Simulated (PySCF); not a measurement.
C₄H₅Cl, SMILES CC=C=CCl.

Geometry optimised at B3LYP-D3(BJ)/def2-SVP.

Level of theory: TDDFT-ωB97X/def2-SVPD run with PySCF 2.14.0.

Vertical excitations. The molecule is in vacuum.

Computed UV-visible absorptions:
| state | energy (eV) | λ (nm) | f | main pairs |
|---|---|---|---|---|
| S1 | 5.19 | 239 | 0.000 | HOMO→LUMO 95 % |
| S2 | 6.15 | 202 | 0.000 | HOMO−1→LUMO+1 82 % |
| S3 | 6.82 | 182 | 0.004 | HOMO−1→LUMO 48 %, HOMO→LUMO+1 44 % |
| S4 | 7.26 | 171 | 0.325 | HOMO→LUMO+2 35 %, HOMO→LUMO+1 23 %, HOMO−1→LUMO 15 %, HOMO→LUMO+3 12 % |
| S5 | 7.35 | 169 | 0.023 | HOMO−2→LUMO 81 % |
| S6 | 7.40 | 167 | 0.952 | HOMO−1→LUMO 31 %, HOMO→LUMO+2 31 %, HOMO→LUMO+1 21 % |
| S7 | 7.90 | 157 | 0.025 | HOMO−1→LUMO+2 80 % |
| S8 | 8.02 | 155 | 0.011 | HOMO−3→LUMO 25 %, HOMO→LUMO+2 17 %, HOMO→LUMO+5 16 %, HOMO→LUMO+4 16 % |
| S9 | 8.10 | 153 | 0.000 | HOMO−2→LUMO+1 77 %, HOMO−2→LUMO+2 13 % |
| S10 | 8.80 | 141 | 0.001 | HOMO−3→LUMO 31 %, HOMO→LUMO+3 23 %, HOMO→LUMO+4 22 %, HOMO→LUMO+5 8 % |
| T1 | 4.30 | 289 | 0 | HOMO−1→LUMO 67 %, HOMO→LUMO+1 16 % |
| T2 | 4.60 | 270 | 0 | HOMO→LUMO+1 53 %, HOMO−1→LUMO 21 %, HOMO→LUMO+2 11 % |
| T3 | 4.81 | 258 | 0 | HOMO→LUMO 94 % |
| T4 | 5.84 | 212 | 0 | HOMO−1→LUMO+1 79 % |
Triplets are in the Tamm–Dancoff approximation, which puts them higher than full response would, so one can lie above its singlet here.
